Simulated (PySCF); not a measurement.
Molfile (atoms numbered from 1):
```
C6H11BO3
     RDKit          3D

 21 21  0  0  0  0  0  0  0  0999 V2000
   -2.7130    0.8551   -0.5048 C   0  0  0  0  0  0  0  0  0  0  0  0
   -1.5236   -0.0709   -0.4030 C   0  0  0  0  0  0  0  0  0  0  0  0
   -1.8494   -1.4323    0.1746 C   0  0  0  0  0  0  0  0  0  0  0  0
   -0.5733    0.6000    0.4628 O   0  0  0  0  0  0  0  0  0  0  0  0
    0.7043    0.3591    0.3302 C   0  0  0  0  0  0  0  0  0  0  0  0
    1.0881   -0.4932   -0.5245 O   0  0  0  0  0  0  0  0  0  0  0  0
    2.5957   -0.5689   -0.8814 B   0  0  0  0  0  0  0  0  0  0  0  0
    3.3537   -0.3339    0.4054 O   0  0  0  0  0  0  0  0  0  0  0  0
    2.8869    0.5156    1.2404 C   0  0  0  0  0  0  0  0  0  0  0  0
    1.6016    1.0142    1.2067 C   0  0  0  0  0  0  0  0  0  0  0  0
   -3.4748    0.4135   -1.1632 H   0  0  0  0  0  0  0  0  0  0  0  0
   -2.4171    1.8285   -0.9208 H   0  0  0  0  0  0  0  0  0  0  0  0
   -3.1631    1.0210    0.4855 H   0  0  0  0  0  0  0  0  0  0  0  0
   -1.0424   -0.1914   -1.3853 H   0  0  0  0  0  0  0  0  0  0  0  0
   -2.5847   -1.9428   -0.4645 H   0  0  0  0  0  0  0  0  0  0  0  0
   -0.9500   -2.0613    0.2264 H   0  0  0  0  0  0  0  0  0  0  0  0
   -2.2773   -1.3323    1.1836 H   0  0  0  0  0  0  0  0  0  0  0  0
    2.8229   -1.6852   -1.2941 H   0  0  0  0  0  0  0  0  0  0  0  0
    2.8312    0.3578   -1.6462 H   0  0  0  0  0  0  0  0  0  0  0  0
    3.5777    0.8130    2.0426 H   0  0  0  0  0  0  0  0  0  0  0  0
    1.2315    1.7226    1.9437 H   0  0  0  0  0  0  0  0  0  0  0  0
  1  2  1  0
  2  3  1  0
  2  4  1  0
  4  5  1  0
  5  6  2  0
  6  7  1  0
  7  8  1  0
  8  9  1  0
  9 10  2  0
 10  5  1  0
  1 11  1  0
  1 12  1  0
  1 13  1  0
  2 14  1  0
  3 15  1  0
  3 16  1  0
  3 17  1  0
  7 18  1  0
  7 19  1  0
  9 20  1  0
 10 21  1  0
M  CHG  2   6   1   7  -1
M  END
```

[PySCF 2.14.0 with density-fitted response routines: shielding tensors at PBE0/pcSseg-1 (GIAO); geometry: PBE0-D3(BJ)/def2-SVP; gas phase; relativity neglected; rapidly exchanging positions averaged; one computed conformer]

Predict the 2D correlation tables (HSQC, COSY, HMBC).

Results:



HSQC (one-bond C–H):
```csv
δH,δC
7.63 (H20),183.9 (C9)
5.06 (H21),91.5 (C10)
4.83 (H14),71.5 (C2)
1.30 (H11/H12/H13/H15/H16/H17),22.5 (C1/C3)
```

COSY cross peaks (H two or three bonds apart, from the bond graph; peaks can be absent where the dihedral angle is near 90°):
```csv
δH,δH
7.63 (H20),5.06 (H21)
4.83 (H14),1.30 (H11/H12/H13/H15/H16/H17)
```

HMBC (two and three bonds, from the bond graph):
```csv
δH,δC
7.63 (H20),"178.8 (C5), 91.5 (C10)"
5.06 (H21),"183.9 (C9), 178.8 (C5)"
4.83 (H14),"178.8 (C5), 22.5 (C1/C3)"
3.73 (H18/H19),"183.9 (C9), 178.8 (C5)"
1.30 (H11/H12/H13/H15/H16/H17),"71.5 (C2), 22.5 (C1/C3)"
```

Shifts are taken against calculated references (same method and geometry level): TMS for ¹H and ¹³C.

Hydrogens on boron are broadened and split by ¹¹B (spin 3/2, 80 %) and 10B (spin 3). Shifts are as computed. Against solution values, carbons near 30 ppm lie about +2 ppm off and those near 130 ppm about +5 ppm. Of 1313 compounds with measured shifts, 239 miss one by over three times the rms of a fit or turn the order of signals round; such compounds aren't used in these exercises.
